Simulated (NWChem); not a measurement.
System: GeBrCl, singlet; SMILES [Cl][Ge][Br]

```xyz
3

Ge     0.7897    -0.6161     0.0000
Cl    -0.9674    -1.9750     0.0000
Br    -0.2522     1.5226     0.0000
```
Atoms are numbered in this order, from 1.

Low-valent species are run as closed-shell singlets; no triplet was tried in these runs. Coordinates come from a B3LYP/6-31G* (spherical d) optimisation.

Symmetry labels are those of Cs in the frame above (b1 and b2, or b-type labels, depend on it).

Q: List the 4 lowest vertical singlet excitations from LDA (Slater exchange, VWN5)/def2-SVPD, full TDDFT (NWChem).

A: 
| state | energy (eV) | oscillator strength | symmetry | leading excitation (squared amplitude) |
|---|---|---|---|---|
| S1 | 3.19 | 0.002 | a" | HOMO → LUMO (0.65) |
| S2 | 3.42 | 0.005 | a" | HOMO−1 → LUMO (0.65) |
| S3 | 4.07 | 0.037 | a' | HOMO−2 → LUMO (0.93) |
| S4 | 4.67 | 0.007 | a" | HOMO−4 → LUMO (0.97) |
